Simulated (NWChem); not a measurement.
The numbers come from NWChem runs, not from measurements. System: H3AlO3, charge 1, spin multiplicity 2, at the geometry of a parent with another charge or spin, in a state set for the comparison that need not be this species' ground state. Its SCF solution wasn't tested for a lower state.

The NWChem input:

```
start mol
memory heap 100 mb stack 700 mb global 1900 mb
charge 1
geometry units angstroms nocenter noautoz
  Al     0.000040    -0.000019     0.000000
  O      1.468403     0.853971     0.000000
  H      1.529509     1.813168     0.000000
  O     -1.473673     0.844704     0.000000
  H     -2.335005     0.418214     0.000000
  O      0.005246    -1.698633     0.000000
  H      0.805163    -2.231466     0.000000
  symmetry group Cs
end
basis spherical
  * library sto-3g
end
scf
  rohf
  nopen 1
  maxiter 100
  thresh 1e-7
  semidirect memsize 60000000 filesize 0
  # guess.movecs holds the orbitals of an unrestricted PBE0 run
  vectors input guess.movecs swap 17 20 output mol.movecs
end
tce
  freeze core 8
  ccsd(t)
  2eorb
  2emet 13
  thresh 1e-6
  maxiter 100
  tilesize 24
end
task tce energy
```

The output up to the point where the run's verdict is printed (cleaned and shortened):

```
             Northwest Computational Chemistry Package (NWChem) 7.3.0
             --------------------------------------------------------

                                NWChem Input Module
                                -------------------

 Scaling coordinates for geometry "geometry" by  1.889725989
 (inverse scale =  0.529177249)

 Turning off AUTOSYM since
 SYMMETRY directive was detected!

                             Geometry "geometry" -> ""
                             -------------------------

 Output coordinates in angstroms (scale by  1.889725989 to convert to a.u.)

  No.       Tag          Charge          X              Y              Z
 ---- ---------------- ---------- -------------- -------------- --------------
    1 Al                  13.0000     0.00004000    -0.00001900     0.00000000
    2 O                    8.0000     1.46840300     0.85397100     0.00000000
    3 H                    1.0000     1.52950900     1.81316800     0.00000000
    4 O                    8.0000    -1.47367300     0.84470400     0.00000000
    5 H                    1.0000    -2.33500500     0.41821400     0.00000000
    6 O                    8.0000     0.00524600    -1.69863300     0.00000000
    7 H                    1.0000     0.80516300    -2.23146600     0.00000000

 Effective nuclear repulsion energy (a.u.)     161.3732837067

            Nuclear Dipole moment (a.u.)
            ----------------------------
        X                 Y               Z
 ---------------- ---------------- ----------------
    -0.0000094486     0.0000094486     0.0000000000

      Symmetry information
      --------------------

 Group name             Cs
 Group number              2
 Group order               2
 No. of unique centers     7

      Symmetry unique atoms

     1    2    3    4    5    6    7


 Summary of "ao basis" -> "" (spherical)
 ------------------------------------------------------------------------------
       Tag                 Description            Shells   Functions and Types
 ---------------- ------------------------------  ------  ---------------------
[...]
   43 374.7679183205261  -0.1617737163007     0.0     0.0
   44******************  -1.0358704139650     0.0     0.0
   45******************-754.2655314321705     0.0     0.0
   46   0.0617750975578  -0.1422441149834     0.0     0.0
   47   0.5622486986831  -0.1523927114475     0.0     0.0
   48  60.3411964958978  -0.1584856761988     0.0     0.0
   497007.1304120276945  -0.2396035821492     0.0     0.0
   50****************** -25.5434701147722     0.0     0.0
   51   0.0565677846110  -0.1448243609062     0.0     0.0
   52   0.5651252840889  -0.1540114045089     0.0     0.0
   53  58.1815486018470  -0.1539869563271     0.0     0.0
   548254.0361577653821  -0.5806153544978     0.0     0.0
   55******************-146.9490719772291     0.0     0.0
   56   0.0521180433709  -0.1458235423910     0.0     0.0
   57   1.6973890805074  -0.1535077649896     0.0     0.0
   58 183.6288590024598  -0.1623971599182     0.0     0.0
   59******************  -0.6136041819494     0.0     0.0
   60******************-329.6288510147719     0.0     0.0
   61   0.0495653304985  -0.1456399294143     0.0     0.0
   62   0.9035529966631  -0.1533713564178     0.0     0.0
   63  98.1659632181688  -0.1607740506569     0.0     0.0
   64******************  -0.1927272054143     0.0     0.0
   65****************** -10.1228872115180     0.0     0.0
   66   0.0498389096625  -0.1458880128892     0.0     0.0
   67   1.2032855728571  -0.1536557940132     0.0     0.0
   68 130.5500481471139  -0.1593815802274     0.0     0.0
   69******************  -0.2674343828433     0.0     0.0
   70****************** -35.3264192369070     0.0     0.0
   71   0.0491723103445  -0.1460907573126     0.0     0.0
   72   1.0078737494696  -0.1538121911660     0.0     0.0
   73 108.9219783600622  -0.1588834332027     0.0     0.0
   74******************  -0.3041274270276     0.0     0.0
   75****************** -40.4973747650405     0.0     0.0
   76   0.0490755531743  -0.1462033192879     0.0     0.0
   77   1.1226718466576  -0.1538858115280     0.0     0.0
   78 121.5556721473110  -0.1585603014379     0.0     0.0
   79******************  -0.2988923476577     0.0     0.0
   80****************** -32.3032337042551     0.0     0.0
   81   0.0488202409121  -0.1463572138277     0.0     0.0
   82   1.1695855910381  -0.1539728151604     0.0     0.0
   83 126.6053724302401  -0.1584085678752     0.0     0.0
   84******************  -0.3177010812828     0.0     0.0
   85****************** -34.7937772282718     0.0     0.0
   86   0.0483919224659  -0.1464708911745     0.0     0.0
   87   1.1282539753057  -0.1540310560616     0.0     0.0
   88 122.1080351893236  -0.1582362421488     0.0     0.0
   89******************  -0.3112990306650     0.0     0.0
   90****************** -30.6051067235938     0.0     0.0
   91   0.0481044877570  -0.1466069555151     0.0     0.0
   92   1.1715095551727  -0.1540956971614     0.0     0.0
   93 126.8067926614747  -0.1581675268766     0.0     0.0
   94******************  -0.3194715630618     0.0     0.0
   95****************** -30.8390848382728     0.0     0.0
   96   0.0476793177941  -0.1467238805663     0.0     0.0
   97   1.1458054507436  -0.1541476347549     0.0     0.0
   98 124.0070586045794  -0.1580771181216     0.0     0.0
   99******************  -0.3148852507355     0.0     0.0
  100****************** -28.2935774405738     0.0     0.0
  0 ga offset                   0 size_xx_perproc                 115mx    1
 WRITE TENSOR
  filename: ./mol.t1amp.000000
  unit nr:       79
  file size:            115
  rec_mem (KB):     2048
  rec_size:         262144
  number of tasks:            1
  0 ga offset                   0 size_xx_perproc               11065mx    1
 WRITE TENSOR
  filename: ./mol.t2amp.000000
  unit nr:       80
  file size:          11065
  rec_mem (KB):     2048
  rec_size:         262144
  number of tasks:            1
 ------------------------------------------------------------------------
```

Convergence was not reached. The next line reads: ccsd_energy_loc: maxiter exceeded 101. NWChem stopped with the message: ccsd_energy_loc: maxiter exceeded 101.
